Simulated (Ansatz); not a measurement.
Basis-set extrapolation for CH7F2NSi2 (`CN([SiH2]F)[SiH2]F`) (PBE0-D4/def2-TZVP geometry, frozen core, Ansatz 0.2.0). Multiplicity 1, RHF reference.

```
                      def2-TZVPP   def2-QZVPP
                 HF  -873.480413  -873.514018
    MP2 correlation    -1.126811    -1.220689
CCSD(T) correlation    -1.209717      not run
```

Energies in hartree. Use E(X) = E(∞) + A·exp(−7.88·√X) for Hartree–Fock and E(X) = E(∞) + B·X^(−2.97) for correlation, with X = 3 and 4, and add CCSD(T) minus MP2 of the smaller set to the MP2 limit.

Question: What is the CCSD(T) energy at the basis-set limit?

Answer: HF limit: -873.514018 + (-0.033605) × 0.13774 = -873.51865. MP2 limit: -1.220689 + (-0.093878) × 0.74074 = -1.29023. Higher-order term: -1.209717 − (-1.126811) = -0.08291. Total: -874.89179 hartree, 529.5 kJ/mol below CCSD(T)/def2-TZVPP.
